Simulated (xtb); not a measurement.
A geometry relaxed with xtb with GFN2-xTB, charge -1, multiplicity 1:

```xyz
7

H      2.9253    -0.2578     0.3678
H     -1.0133     0.5685    -2.0115
O     -1.9268    -1.2653    -0.4188
C      0.7339    -0.0943    -0.1649
Si    -1.1049     0.0165    -0.6073
C      1.8978    -0.1829     0.1220
H     -1.5121     1.2153     0.2186
```

Task: Write the SMILES of this molecule.

Result: `C#C[SiH2][O-]`
